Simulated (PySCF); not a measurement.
Does the answer move with the share of exact exchange?

C₄H₇NSi.
Atom-mapped SMILES: `[CH3:1][Si@@H:2]1[CH2:3][C@H:4]1[C:5]#[N:6]` (hydrogens: H7, H8, H9 on C1; H10 on Si2; H11, H12 on C3; H13 on C4)

PySCF, def2-SVPD basis, density fitting, gas phase, PBE0-D3(BJ)/def2-SVP geometry; singlet excitations by full TDDFT with frozen cores, triplets by Tamm–Dancoff TDDFT and ionisation energies by ΔSCF, from the lowest of the holes tried. One functional is left out:

```
functional  exact exchange (%)  HOMO energy (eV)  LUMO energy (eV)  lowest singlet excitation (eV)  lowest triplet excitation (eV)  dipole moment (D)  mean polarisability (au)  vertical ionisation energy (eV)
       LDA                   0             -6.38             -1.11                            5.70                            4.95              5.781                      82.1                             9.29
       PBE                   0             -6.23             -0.91                            5.69                            4.86              5.651                      81.1                             9.09
      PBE0                  25             -7.35             -0.06                            6.23                            5.15              5.759                      78.2                             9.27
 BHandHLYP                  50             -8.38              0.66                            6.46                            5.43              5.878                      76.1                             9.31
```

Q: Predict the row of B3LYP (20 % exact exchange) by straight lines through the other rows, and check it.

A: 
```csv
property,line,computed,computed − line,"PBE0 (25 %), for comparison"
HOMO energy (eV),-7.14,-7.15,-0.01,-7.35
LUMO energy (eV),-0.31,-0.29,+0.02,-0.06
lowest singlet excitation (eV),6.04,6.08,+0.04,6.23
lowest triplet excitation (eV),5.11,5.15,+0.04,5.15
dipole moment (D),5.771,5.755,-0.016,5.759
mean polarisability (au),79.2,78.9,-0.3,78.2
vertical ionisation energy (eV),9.24,9.28,+0.04,9.27
```

Q: Which of these properties follows the share of exact exchange most closely, and which least?

A: Most closely the HOMO energy, least the vertical ionisation energy; the correlations over the tabulated rows are HOMO energy -0.998, LUMO energy 0.993, lowest triplet excitation 0.989, mean polarisability -0.982, lowest singlet excitation 0.981, dipole moment 0.797, vertical ionisation energy 0.584. The HOMO energy moves by -0.415 eV for every 10 %. Functionals with the same share still differ in their other parts: at 0 % LDA and PBE differ by 0.15 eV in it.
